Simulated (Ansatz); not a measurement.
Species: C$_{3}$H$_{11}$NO$_{3}$Si, charge 0, multiplicity 1. 
Structure (B3LYP-D3(BJ)/def2-TZVP (Ansatz, a quantum-chemistry and plane-wave program) minimum search):
```xyz
19

C      2.5161    -0.1367    -0.2047
O      1.2564     0.4815    -0.4127
Si    -0.0819     0.1133     0.4628
N      0.1502     0.3125     2.1328
O     -0.4653    -1.4734     0.3134
C     -0.8770    -2.0650    -0.9061
O     -1.2331     1.1044    -0.1356
C     -1.2992     1.6463    -1.4447
H      2.4865    -1.1940    -0.4838
H      2.8235    -0.0617     0.8416
H      3.2510     0.3714    -0.8294
H      0.2082     1.2284     2.5457
H     -0.2291    -0.3669     2.7713
H     -0.1705    -1.8527    -1.7150
H     -1.8670    -1.7057    -1.2017
H     -0.9265    -3.1445    -0.7624
H     -1.9652     2.5093    -1.4207
H     -1.7048     0.9140    -2.1490
H     -0.3140     1.9611    -1.7933
```
Charge 0, spin multiplicity 1.

Total electronic energies in hartree. Cores are frozen in the correlated levels unless marked. No spin-orbit coupling. No relativistic terms. CBS marks a two-point X^-3 extrapolation of the correlation energy; Hartree-Fock from the larger set. [CCSD(T)-MP2]/basis is that difference in the basis named.

| level | program | energy (Eh) |
|---|---|---|
| HF/cc-pV(D+d)Z | Ansatz | -688.15698 |
| HF/cc-pwCVTZ | Ansatz | -688.32683 |
| RI-HF/cc-pV(Q+d)Z | Ansatz | -688.35717 |
| PBE/def2-TZVPD | Ansatz | -690.56107 |
| BLYP-D4/def2-TZVPD | Ansatz + dftd4 | -691.09698 |
| r2SCAN-D4/def2-TZVPD | Ansatz + dftd4 | -690.95733 |
| PBE0-D4/def2-TZVPD | Ansatz + dftd4 | -690.63050 |
| r2SCANh/def2-TZVPD | Ansatz | -690.93060 |
| r2SCAN0-D4/def2-TZVPD | Ansatz + dftd4 | -690.90467 |
| LC-wPBE-D3(BJ)/def2-TZVPD | Ansatz + dftd3 | -690.88353 |
| wB97X/def2-TZVPD | Ansatz | -691.08810 |
| B2GP-PLYP-D4/def2-TZVPD | Ansatz + dftd4 | -690.66428 |
| MP2/STO-3G | Ansatz | -679.91766 |
| MP2/cc-pwCVTZ | Ansatz | -689.91526 |
| RI-MP2/aug-cc-pV(Q+d)Z | Ansatz | -690.05030 |
| RI-MP2/cc-pV(Q+d)Z | Ansatz | -690.03368 |
| CCSD/STO-3G | Ansatz | -680.00934 |
| CCSD/6-31G | Ansatz | -688.70942 |
| CCSD/cc-pV(D+d)Z | Ansatz | -689.46969 |
| CCSD/cc-pV(T+d)Z | Ansatz | -689.93704 |
| CCSD(T)/6-31G* | Ansatz | -689.36579 |
| RI-MP2/CBS(cc-pV(T+d)Z,cc-pV(Q+d)Z)+[CCSD(T)-MP2]/cc-pV(D+d)Z | Ansatz | -690.2231 |
| RI-MP2/CBS(cc-pV(T+d)Z,cc-pV(Q+d)Z)+[CCSD(T)-MP2]/cc-pV(T+d)Z | Ansatz | -690.2301 |

Totals of different functionals don't rank their quality; only differences between species are comparable.
